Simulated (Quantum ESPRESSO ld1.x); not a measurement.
Values are calculated unless marked as measured or tabulated.
Question: The mean radii <r> (bohr) of the occupied orbitals of an atom or ion are listed with their occupations. Code: ld1.x of Quantum ESPRESSO 7.5. Model: scalar-relativistic Kohn-Sham, LDA (Slater exchange, Perdew-Zunger correlation), spin-polarised, spherical densities, point nucleus.

| orbital | occ. | <r> |
|---|---|---|
| 1s up | 1 | 0.03347 |
| 1s down | 1 | 0.03347 |
| 2s up | 1 | 0.1458 |
| 2s down | 1 | 0.1458 |
| 2p up | 3 | 0.1270 |
| 2p down | 3 | 0.1270 |
| 3s up | 1 | 0.4035 |
| 3s down | 1 | 0.4034 |
| 3p up | 3 | 0.4036 |
| 3p down | 3 | 0.4035 |
| 3d up | 5 | 0.3845 |
| 3d down | 5 | 0.3843 |
| 4s up | 1 | 1.016 |
| 4s down | 1 | 1.013 |
| 4p up | 3 | 1.122 |
| 4p down | 3 | 1.120 |
| 4d up | 5 | 1.590 |
| 4d down | 1 | 1.656 |
| 5s up | 1 | 3.102 |
| 5s down | 1 | 3.283 |

Name the element and its charge. Open shells, if any, are filled with parallel spins first.

Answer: Z = 44, ruthenium, charge 0: Ru in [Kr] 4d6 5s2. The 1s radius gives Z: for a bare nucleus <r> = (2 gamma + 1)/(2Z) with gamma = sqrt(1 - (Z/c)^2), 0.03289 bohr for Z = 44, and screening makes it slightly larger (0.03347 here). The occupations add up to 44, and the charge is Z minus that.
